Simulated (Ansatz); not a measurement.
Species: sum formula H6Si3O2Cl2, charge 0, multiplicity 1. SMILES: Cl[Si](O[SiH3])(Cl)O[SiH3]
Structure (B3LYP-D3(BJ)/def2-TZVP (Ansatz, a first-principles code) minimum search):
```xyz
13

Si     2.8412     0.9557     0.7689
O      1.2214     0.6463     0.7185
Si     0.0065    -0.0405    -0.0695
Cl    -0.1541     0.7723    -1.9418
Cl     0.3579    -2.0472    -0.2740
O     -1.3553     0.1927     0.7426
Si    -2.9864    -0.0473     0.8079
H      3.2403     1.6888    -0.4510
H      3.0946     1.7784     1.9677
H      3.5825    -0.3201     0.8555
H     -3.4725     0.5733     2.0557
H     -3.6241     0.5885    -0.3641
H     -3.2704    -1.4978     0.8113
```
Charge 0, spin multiplicity 1.

Parts of the frozen-core correlation energy in cc-pV(T+d)Z (Ansatz, hartree). Frozen orbitals: 27; correlated occupied orbitals by spin: 22 and 22; virtual: 290 and 290. Spin-orbit coupling is left out. Non-relativistic.

```csv
term,value
reference (HF),-1939.49748
MP2 opposite-spin,…
MP2 same-spin,…
CCSD correlation,…
(T),-0.04828
T1 diagnostic,0.011
largest doubles amplitude,0.017
```

Task: What belongs in the gaps?

Result: 
- MP2 opposite-spin, value: -0.91716
- MP2 same-spin, value: -0.28252
- CCSD correlation, value: -1.27176
